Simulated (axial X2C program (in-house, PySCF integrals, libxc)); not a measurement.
NaGe⁺: cheaper levels and CCSD(T), 2c

All values were computed with an in-house all-electron X2C program for linear molecules (integrals from PySCF). Two-component (2c) means X2C with spin–orbit coupling and atomic mean-field two-electron Coulomb and Gaunt terms. Basis: Ge dyall-cv3z [9s9p7d4f1g], Na dyall-cv3z [9s8p5d2f] (cores contracted in-house); Gaussian nuclei, density fitting, unrestricted open shells. Masses: Ge 73.921 u, Na 22.990 u.

State: Ω = 2 (⟨Sz⟩ = 1.00, ⟨Lz⟩ = 1.00 at HF); fragments Ge + Na+.

```csv
level,Re (Å),ωe (cm⁻¹)
PBE0,3.178,121.9
HF,3.252,117.9
MP2,3.250,117.1
CCSD,3.248,117.3
```

Correlated methods: 4 electrons correlated (number of frozen shells: Ge 3 s, 2 p, 1 d; Na 2 s, 1 p), 258 virtual spin orbitals or spinors in MP2, 51 natural virtuals in coupled cluster.

CCSD(T), same Hamiltonian and basis:

Re = 3.249 Å, ωe = 117.2 cm⁻¹; T1 = 0.008 (Lee–Taylor normalisation).

(1) Give the differences from CCSD(T) in the columns below.

One determinant describes the state; a PBE0 search over occupations chose it and may have missed a lower one. De is not given where an atomic determinant may have missed its ground term or J level, or where the truncated virtual space spoils (T). Density functionals use the spin component along the axis (collinear). Coupled cluster ran in a truncated set of natural virtual spinors; the MP2 energy of the rest was added. (T) has no such correction and the atoms are truncated less, which lowers De at CCSD(T) by a hundredth of an eV or more. Other states lie close and PBE0, whose exact exchange favours high spin, may order them wrongly; the determinant shown need not be the ground state. The nearest other 2c determinant of the search, Ω = 1, lies 0.18 eV up at the distance of the search. The functionals have no current-density term, which raises determinants with orbital currents, atoms included. The atomic limit has a lower orbital projection than the molecule and lies lower at mean-field level, so De may be about a tenth of an eV too small. With several unpaired electrons one determinant need not be a pure state. Open-shell Ω = 0 determinants with evenly filled partner blocks cannot be reached by this program, so the Ω shown need not be the lowest component. With the outer-core shells frozen, correlated bond lengths of heavy atoms tend to come out a few hundredths of an ångström too long.

Answers

(1) 

```json
{"level": "PBE0", "ΔRe (Å)": "-0.071", "Δωe (cm⁻¹)": "4.7"}
{"level": "HF", "ΔRe (Å)": "0.003", "Δωe (cm⁻¹)": "0.7"}
{"level": "MP2", "ΔRe (Å)": "0.001", "Δωe (cm⁻¹)": "-0.1"}
{"level": "CCSD", "ΔRe (Å)": "-0.001", "Δωe (cm⁻¹)": "0.1"}
```
